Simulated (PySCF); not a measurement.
These 4 structures share the formula C7H14S. Theory: PBE0-D3(BJ)/def2-SVP geometry optimisation, gas phase (PySCF). One conformer each; no zero-point energy, no entropy. No frequencies were run at this level. Point groups hold within 0.08 Å.

Question: Rank from lowest to highest electronic energy at this level (kJ/mol).
A. `[CH3:1]/[CH:2]=[CH:3]\[S:4][C:5]([CH3:6])([CH3:7])[CH3:8]` with C2–C3–S4–C5 -178°
B. `[CH3:1][S:2][C@@H:3]1[CH2:4][C@H:5]1[CH:6]([CH3:7])[CH3:8]` with C1–S2–C3–C4 144°, C4–C5–C6–C7 153°
C. `[CH2:1]=[C:2]([CH3:3])[CH2:4][CH2:5][S:6][CH2:7][CH3:8]` with C1–C2–C4–C5 110°, C2–C4–C5–S6 -176°, C4–C5–S6–C7 -65°, C5–S6–C7–C8 -62°
D. `[CH3:1][C:2](=[S:3])[CH2:4][CH2:5][CH:6]([CH3:7])[CH3:8]` with C1–C2–C4–C5 -70°, C2–C4–C5–C6 -173°, C4–C5–C6–C7 -62°

Answer: D (0.0), A (16.7), B (33.2), C (34.0).

As drawn, the lowest has a C=S bond, which the highest lacks; the highest has a C=C bond outside aromatic rings, which the lowest lacks. Neighbours under 10 kJ/mol apart (CS[C@@H]1C[C@H]1C(C)C and C=C(C)CCSCC) can change places with a better method, another conformer or zero-point energy.

| SMILES | E (Eh) | E rel (kJ/mol) | dipole (D) | point group | A, B, C (MHz) |
| --- | --- | --- | --- | --- | --- |
| CC(=S)CCC(C)C | -672.57823 | 0.0 | 2.89 | C1 | 3305, 685.6, 655.4 |
| C/C=C\SC(C)(C)C | -672.57186 | 16.7 | 1.36 | near Cs | 3411, 899.2, 849.0 |
| CS[C@@H]1C[C@H]1C(C)C | -672.56557 | 33.2 | 1.68 | C1 | 2933, 975.4, 787.2 |
| C=C(C)CCSCC | -672.56527 | 34.0 | 1.77 | C1 | 2967, 801.5, 690.0 |

Q: As an exercise, what shares would exp(−E/RT) give at 1000 K from these electronic energies alone (no entropy, no degeneracies)?

A: RT = 8.314 kJ/mol: CC(=S)CCC(C)C 85.5 %, C/C=C\SC(C)(C)C 11.5 %, CS[C@@H]1C[C@H]1C(C)C 1.6 %, C=C(C)CCSCC 1.4 %.
